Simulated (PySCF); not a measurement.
**Electron affinity of Tc by level of theory**

Tc⁻ [Kr] 4d6 5s2 (5D) → Tc [Kr] 4d5 5s2 (6S), as a difference of total energies. Computed with PySCF 2.14 in x2c-TZVPPall with one added diffuse shell each of s, p, d, f type (9s7p7d3f1g, 95 functions), with the spin-free X2C one-electron Hamiltonian (Gaussian nucleus). Correlated levels: valence: [Kr] frozen. The calculations carry no spin-orbit coupling.

```json
{"method": "UHF", "electron affinity (eV)": "-0.952"}
{"method": "MP2 (valence)", "electron affinity (eV)": "0.070"}
{"method": "SCS-MP2 (valence)", "electron affinity (eV)": "0.224"}
{"method": "CCSD (valence)", "electron affinity (eV)": "0.171"}
{"method": "CCSD(T) (valence)", "electron affinity (eV)": "0.304"}
```

A first-order spin-orbit estimate (lowest level to lowest level, LS coupling) adds 0.102 eV.

A negative affinity means that the anion lies above the atom at that level of theory.

The coupled-cluster amplitudes are large for Tc⁻ (T1 above 0.03 or a double amplitude above 0.15), so a single reference is strained.
